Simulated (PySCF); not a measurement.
NMR data simulated for an unnamed compound:

1H NMR (400 MHz, computed): δ 6.07 (m, 1H), 5.64 (m, 1H), 5.22 (m, 1H), 3.01 (m, 2H).

13C{1H} NMR (computed): δ 223.1 (C), 120.5 (C), 94.0 (CH), 86.6 (CH), 18.3 (CH2).

Computational details: σ from GIAO-PBE0/pcSseg-1, coordinates at the GFN2-xTB level, in PySCF 2.14 (one computed conformer, non-relativistic, no solvent, averaged over atoms made equivalent by symmetry, fast rotation or ring inversion).

δ = σ(ref) − σ, references computed at the same level: 1H (σref 31.72) and 13C (σref 186.93) vs TMS.

Which of these does the molecule contain: a nitrile, a Si–H bond, a vinyl group CH=CH2, a Si–CH3 group, a non-aromatic C=C double bond, a CF3 group?

## Answers


- A nitrile: yes (δC 120.5).
- A Si–H bond: yes (δH 6.07 (m)).
- A vinyl group CH=CH2: no.
- A Si–CH3 group: no.
- A non-aromatic C=C double bond: yes.
- A CF3 group: no.

The data belong to `N#CCC=C=C[SiH](Cl)Cl`, C₅H₅Cl₂NSi; they needn't prove each group on their own.

Carbon signals by region: 1 in the far downfield region (above 160 ppm), 1 in the sp2 and nitrile region (100–160 ppm), 2 at 50–100 ppm, 1 below 50 ppm. Above 160 ppm: 223.1, central carbon of an allene.

Shifts are as computed. Against solution values, carbons near 30 ppm lie about +3 ppm off and those near 130 ppm about +5 ppm. Of 1211 compounds with measured shifts, 218 miss one by over three times the rms of a fit or turn the order of signals round; such compounds aren't used in these exercises. Multiplicities follow the n + 1 count of equivalent neighbours, as no J values were calculated; m marks all less simple cases, F and P coupling included.
